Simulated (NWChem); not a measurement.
All runs are NWChem calculations. System: HO$_{3}$S, charge 1, spin multiplicity 1, at the geometry of a parent with another charge or spin, in a state set for the comparison that need not be this species' ground state. Level: B3LYP/def2-TZVP, VWN1-RPA local correlation.

NWChem printed:

```
             Northwest Computational Chemistry Package (NWChem) 7.3.0
             --------------------------------------------------------

                                NWChem Input Module
                                -------------------

 Scaling coordinates for geometry "geometry" by  1.889725989
 (inverse scale =  0.529177249)

                             Geometry "geometry" -> ""
                             -------------------------

 Output coordinates in angstroms (scale by  1.889725989 to convert to a.u.)

  No.       Tag          Charge          X              Y              Z
 ---- ---------------- ---------- -------------- -------------- --------------
    1 O                    8.0000    -0.36895400     1.43583600     0.12778800
    2 S                   16.0000    -0.15458100     0.01089300    -0.26809100
    3 O                    8.0000    -0.99119700    -1.10728200     0.23601300
    4 O                    8.0000     1.42663400    -0.40446600     0.15817400
    5 H                    1.0000     1.94142600     0.43301000     0.11365000

 Effective nuclear repulsion energy (a.u.)     181.7375247690

            Nuclear Dipole moment (a.u.)
            ----------------------------
        X                 Y               Z
 ---------------- ---------------- ----------------
    -0.0000113384     0.0000037795    -0.0000113384


 Summary of "ao basis" -> "" (spherical)
 ------------------------------------------------------------------------------
       Tag                 Description            Shells   Functions and Types
 ---------------- ------------------------------  ------  ---------------------
 *                         def2-tzvp                  on all atoms

                                 NWChem DFT Module
                                 -----------------

 Summary of "ao basis" -> "ao basis" (spherical)
 ------------------------------------------------------------------------------
       Tag                 Description            Shells   Functions and Types
 ---------------- ------------------------------  ------  ---------------------
 O                         def2-tzvp                11       31   5s3p2d1f
 S                         def2-tzvp                13       37   5s5p2d1f
 H                         def2-tzvp                 4        6   3s1p

 Summary of "ao basis" -> "ao basis" (spherical)
 ------------------------------------------------------------------------------
[...]
   108     -0.141381  4 O  px                80     -0.106839  3 O  px

 Vector   19  Occ=2.000000D+00  E=-6.578978D-01
              MO Center= -3.4D-01,  4.2D-01,  8.3D-02, r^2= 2.4D+00
   Bfn.  Coefficient  Atom+Function         Bfn.  Coefficient  Atom+Function
  ----- ------------  ---------------      ----- ------------  ---------------
     8      0.305247  1 O  pz                11      0.257109  1 O  pz
    76     -0.241751  3 O  pz                79     -0.202463  3 O  pz
     7     -0.160719  1 O  py                14      0.147080  1 O  pz
     6      0.131709  1 O  px                10     -0.129807  1 O  py
    82     -0.112873  3 O  pz                 9      0.110566  1 O  px

 Vector   20  Occ=2.000000D+00  E=-6.470843D-01
              MO Center= -3.4D-01,  2.5D-01,  1.3D-01, r^2= 2.5D+00
   Bfn.  Coefficient  Atom+Function         Bfn.  Coefficient  Atom+Function
  ----- ------------  ---------------      ----- ------------  ---------------
     6      0.337971  1 O  px                 9      0.282409  1 O  px
    75      0.261107  3 O  py                78      0.212663  3 O  py
    12      0.163720  1 O  px               106     -0.147576  4 O  py
    74     -0.145092  3 O  px                77     -0.124039  3 O  px
   109     -0.123773  4 O  py                81      0.114352  3 O  py

 Vector   21  Occ=0.000000D+00  E=-5.173013D-01
              MO Center= -1.4D-01,  7.4D-03, -1.8D-01, r^2= 2.4D+00
   Bfn.  Coefficient  Atom+Function         Bfn.  Coefficient  Atom+Function
  ----- ------------  ---------------      ----- ------------  ---------------
    36      0.417164  2 S  s                 48     -0.288233  2 S  pz
    76      0.260012  3 O  pz                 8      0.250353  1 O  pz
    35      0.233596  2 S  s                 79      0.216062  3 O  pz
    11      0.208705  1 O  pz               107      0.169785  4 O  pz
    82      0.161810  3 O  pz                34     -0.158272  2 S  s

 Vector   22  Occ=0.000000D+00  E=-2.884593D-01
              MO Center=  7.4D-02,  6.1D-03, -1.8D-01, r^2= 2.3D+00
   Bfn.  Coefficient  Atom+Function         Bfn.  Coefficient  Atom+Function
  ----- ------------  ---------------      ----- ------------  ---------------
    49      0.523066  2 S  px                46      0.502743  2 S  px
   104     -0.429785  4 O  s                 36      0.355664  2 S  s
   111      0.262739  4 O  px                48      0.220515  2 S  pz
   105      0.220368  4 O  px                43      0.217293  2 S  px
    12     -0.199570  1 O  px                35      0.199615  2 S  s

 Vector   23  Occ=0.000000D+00  E=-2.575249D-01
              MO Center= -2.6D-01,  7.6D-02,  1.0D-01, r^2= 2.1D+00
   Bfn.  Coefficient  Atom+Function         Bfn.  Coefficient  Atom+Function
  ----- ------------  ---------------      ----- ------------  ---------------
    36      0.746118  2 S  s                 49     -0.446041  2 S  px
    48      0.402742  2 S  pz                51      0.361118  2 S  pz
    35      0.328321  2 S  s                 73     -0.315130  3 O  s
    81     -0.277621  3 O  py                13      0.258407  1 O  py
    75     -0.248853  3 O  py                 5     -0.242950  1 O  s

 center of mass
 --------------
 x =  -0.04486599 y =  -0.01002542 z =  -0.00251938

 moments of inertia (a.u.)
 ------------------
         211.609442774214          -2.268637318923          -2.350611825467
          -2.268637318923         210.072015257947           8.259314923818
          -2.350611825467           8.259314923818         394.090586954993

     Multipole analysis of the density
     ---------------------------------

     L   x y z        total         alpha         beta         nuclear
     -   - - -        -----         -----         ----         -------
     0   0 0 0      1.000000    -20.000000    -20.000000     41.000000

     1   1 0 0      0.881220      0.440616      0.440616     -0.000011
     1   0 1 0      0.391234      0.195615      0.195615      0.000004
     1   0 0 1     -0.512564     -0.256276     -0.256276     -0.000011

     2   2 0 0    -14.501731    -59.714308    -59.714308    104.926884
     2   1 1 0      1.844345     -0.398645     -0.398645      2.641634
     2   1 0 1      0.468057     -0.552135     -0.552135      1.572327
     2   0 2 0    -19.474428    -59.374518    -59.374518     99.274608
     2   0 1 1      0.141569      2.092228      2.092228     -4.042888
     2   0 0 2    -17.522859    -12.224091    -12.224091      6.925323

 Task  times  cpu:       17.6s     wall:       17.6s

 Total times  cpu:       17.7s     wall:       17.7s
```

### Question
Write an NWChem input that would produce this output.

### Answer
Several could match; the one computed here: 
```
start mol
memory heap 200 mb stack 900 mb global 1100 mb
charge 1
geometry units angstroms nocenter noautoz noautosym
  O     -0.368954     1.435836     0.127788
  S     -0.154581     0.010893    -0.268091
  O     -0.991197    -1.107282     0.236013
  O      1.426634    -0.404466     0.158174
  H      1.941426     0.433010     0.113650
end
basis spherical
  * library def2-tzvp
end
dft
  xc b3lyp
  semidirect memsize 60000000 filesize 0
  iterations 100
end
task dft energy
```
